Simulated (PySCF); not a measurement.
**Polarisability as a sum over states**

Species: C6H5FO.
Structure used (PBE0-D3(BJ)/def2-SVP), in Å, numbered top down from 1:
```
atom  x, y, z in Å
O1    -2.030   -0.964   -0.924
C2    -0.863   -0.495   -0.432
C3     0.230   -0.181   -1.245
C4     1.412    0.302   -0.685
C5     1.493    0.468    0.690
F6     2.623    0.930    1.230
C7     0.416    0.160    1.514
C8    -0.761   -0.322    0.953
H9    -1.965   -1.037   -1.882
H10    0.159   -0.314   -2.329
H11    2.272    0.552   -1.310
H12    0.512    0.301    2.592
H13   -1.620   -0.572    1.577
```

Computed with PySCF, TDDFT wB97X-D/def2-SVPD, vertical, gas phase, core orbitals frozen in the response.

Computed singlets:

| state | E (eV) | f |
| --- | --- | --- |
| S1 | 5.00 | 0.053 |
| S2 | 6.03 | 0.034 |
| S3 | 6.34 | 0.0001 |
| S4 | 7.01 | 0.608 |
| S5 | 7.14 | 0.0004 |
| S6 | 7.24 | 0.443 |
| S7 | 7.33 | 0.0017 |
| S8 | 7.63 | 0.0014 |
| S9 | 7.79 | 0.0068 |
| S10 | 7.85 | 0.0047 |

Question: How much of the mean static polarisability do these states give, one by one?

Answer: Each state adds f / ΔE² (ΔE in hartree, 27.2114 eV).

```tsv
state	f/ΔE² (au)	running sum (au)	running share of α (%)
S1	1.58	1.58	2.2
S2	0.70	2.27	3.1
S3	0.00	2.28	3.1
S4	9.16	11.43	15.7
S5	0.01	11.44	15.7
S6	6.26	17.69	24.3
S7	0.02	17.72	24.4
S8	0.02	17.74	24.4
S9	0.08	17.82	24.5
S10	0.06	17.88	24.6
```

The full response gives 72.71 au (10.77 Å³), so 54.8 au comes from the higher roots of the same equations.

Question: By how much does the contribution of these states grow at 589.3 nm?

Answer: With ω = 0.0773 hartree each state's term in the mean polarisability goes from f / ΔE² to f / (ΔE² − ω²); the sum over all 10 states goes from 17.88 to 19.81 au, a rise of 1.93 au.

The largest single term belongs to S4, which also has the largest f.

Hardware: an Arm Neoverse V2 with one thread (shared host). Cost: 52 s of wall time.

One conformer stands for the species.
